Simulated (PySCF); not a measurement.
# Spin-orbit coupling and the third ionisation energy along the 5p block

Two-component X2C-1e calculated with PySCF 2.14: MP2 on generalised Hartree-Fock spinors (GMP2), with spin-orbit coupling off and on (screened by Boettger's factors); no Breit or QED terms. Values in eV; the references (NIST) lie between the lowest levels. Elements whose determinants are no pure J levels are left out.

| element | configurations | spin-free | with spin-orbit | shift | reference |
| --- | --- | --- | --- | --- | --- |
| In (x2c-QZVPPall-2c, [Ar] 3d10 frozen) | [Kr] 4d10 5s1 → [Kr] 4d10 | 28.068 | 28.070 | 0.002 | 28.044 |
| Sn (x2c-QZVPPall-2c, [Ar] 3d10 frozen) | [Kr] 4d10 5s2 → [Kr] 4d10 5s1 | 30.552 | 30.555 | 0.003 | 30.506 |
| Sb (x2c-QZVPPall-2c, [Ar] 3d10 frozen) | [Kr] 4d10 5s2 5p1 → [Kr] 4d10 5s2 | 24.596 | 25.171 | 0.575 | 25.323 |
| Xe (x2c-QZVPPall-2c, [Ar] 3d10 frozen) | [Kr] 4d10 5s2 5p4 → [Kr] 4d10 5s2 5p3 | 30.351 | 30.758 | 0.407 | 31.05 ± 0.04 (s) |

The largest shift is at Sb, 0.575 eV, where spin-orbit coupling lowers the species with more electrons by more than the one with fewer (starting occupations 5p1/2^1 and closed).

What remains against the references is mostly the basis and correlation beyond MP2. References marked (s) are semi-empirical, (t) theoretical.
